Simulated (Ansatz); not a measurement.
All numbers were calculated with Ansatz.

A structure relaxed at PBE0-D4/def2-TZVP, charge 0, multiplicity 1:

| atom | x (Å) | y (Å) | z (Å) |
| --- | --- | --- | --- |
| F1 | -0.1949 | 2.7128 | 0.2845 |
| B2 | -0.3786 | 1.4223 | 0.4005 |
| C3 | -1.3364 | 0.2637 | 0.5287 |
| C4 | 0.2490 | 0.0641 | 0.5850 |
| Si5 | 1.0266 | -0.8619 | -0.8197 |
| H6 | -1.8424 | -0.1703 | -0.3297 |
| H7 | -1.8755 | 0.0983 | 1.4579 |
| H8 | 0.6600 | -0.1850 | 1.5628 |
| H9 | 0.4150 | -0.3936 | -2.0944 |
| H10 | 0.7839 | -2.3260 | -0.7031 |
| H11 | 2.4933 | -0.6243 | -0.8726 |

(1) Give its formula and SMILES.

(2) Summarise the bond lengths by kind.

Answers

(1) C2H6BFSi, `FB1CC1[SiH3]`.

(2) 1 × B–F 1.309 Å; 2 × B–C 1.507 to 1.509 Å; 1 × C–C 1.599 Å; 3 × C–H 1.087 to 1.090 Å; 1 × C–Si 1.853 Å; 3 × H–Si 1.487 to 1.489 Å.
